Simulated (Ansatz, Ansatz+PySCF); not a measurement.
```xyz
3

O     0.0000    0.0000   -0.1197
H     0.0000    0.7542    0.4787
H     0.0000   -0.7542    0.4787
```

Basis set: def2-SVP (spherical functions). Frozen core: 1 orbital. Charge 0, multiplicity 1.

Computed with Ansatz (development build ahead of 0.2.0); each method stands on the lowest determinant of its kind that the runs found. Restricted open shells among the atoms or ions are ROHF, correlated in semicanonical orbitals with singles. Restricted functionals stand beside restricted open-shell atoms, which can lie above the unrestricted atoms usual in DFT and then raise those values.

Problem. Give the atomization energy at this shape (free ground-state atoms in the same class of orbitals less the molecule, no zero-point energy) of singlet H₂O by ωB97X (restricted), ωB97X (unrestricted), r²SCAN (unrestricted), r²SCAN (restricted), PBE0 (unrestricted), PBE0 (restricted), PBE (unrestricted), PBE (restricted), RHF-CCSD(T), RHF-MP2, RHF, UHF.

Solution.

```tsv
method	atomization energy
ωB97X (restricted)	936.9 kJ/mol
ωB97X (unrestricted)	929.4 kJ/mol
r²SCAN (unrestricted)	933.2 kJ/mol
r²SCAN (restricted)	941.8 kJ/mol
PBE0 (unrestricted)	921.2 kJ/mol
PBE0 (restricted)	927.3 kJ/mol
PBE (unrestricted)	946.2 kJ/mol
PBE (restricted)	951.0 kJ/mol
RHF-CCSD(T)	889.7 kJ/mol
RHF-MP2	899.0 kJ/mol
RHF	648.5 kJ/mol
UHF	635.3 kJ/mol
```
